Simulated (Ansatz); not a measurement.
Calculated with Ansatz (gas phase, PBE0-D4/def2-TZVP geometries, no zero-point term in ΔE). CCSD(T)/CBS is the MP2 limit (def2-TZVPP, def2-QZVPP) plus CCSD(T) − MP2 in def2-TZVPP, frozen cores. DFT in def2-TZVPP. No spin–orbit coupling; open shells (•) take unrestricted orbitals. For Se outer-core shells are correlated without core-valence functions, which leaves a few kJ/mol of doubt a bond. Scalar relativity is left out up to krypton. One conformer a species, not always the lowest.

Reaction (homolysis of the Se–Si bond): `C[SiH](F)[SeH]` → `[SeH]`• + `C[SiH]F`•

`C[SiH](F)[SeH]`:

Cartesian coordinates in Å:
```
C -0.176 -1.119 -0.300
Si 0.622 0.540 -0.104
F 0.511 1.301 -1.509
Se -0.316 1.769 1.555
H -0.075 -1.701 0.619
H -1.239 -1.014 -0.526
H 0.295 -1.670 -1.118
H 2.060 0.471 0.246
H -1.682 1.424 1.139
```

`[SeH]`•:

Z-matrix (Å, degrees):
```
Se
H 1 1.471
```

`C[SiH]F`•:

Z-matrix (Å, degrees):
```
C
Si 1 1.864
H 1 1.093 2 109.9
H 1 1.091 2 111.5 3 120.2
H 1 1.094 2 110.0 3 -119.4
F 2 1.609 1 108.7 3 176.3
H 2 1.494 1 111.7 3 58.9
```

| species | B2PLYP energy (Eh) |
| --- | --- |
| `C[SiH](F)[SeH]` | -2831.59206 |
| `[SeH]`• | -2401.73555 |
| `C[SiH]F`• | -429.72304 |

(1) Work out ΔE.

Largest T1 diagnostic among the species: 0.013.

## Answers

(1) ΔE = (-2401.73555) + (-429.72304) − (-2831.59206) = 0.13347 Eh = +3.63 eV. CCSD(T)/CBS gives +3.91 eV.

From r2SCAN to r2SCAN0 (25 % exact exchange), in def2-TZVPP and without D4, ΔE moves by −0.04 eV: exact exchange takes away binding that semilocal exchange gives to molecules. At CCSD(T), def2-SVP lies −0.40 eV from the extrapolated value and def2-TZVPP −0.17 eV: correlation converges slowly with the basis, and small sets miss more of it in the bonded molecule than in its fragments.
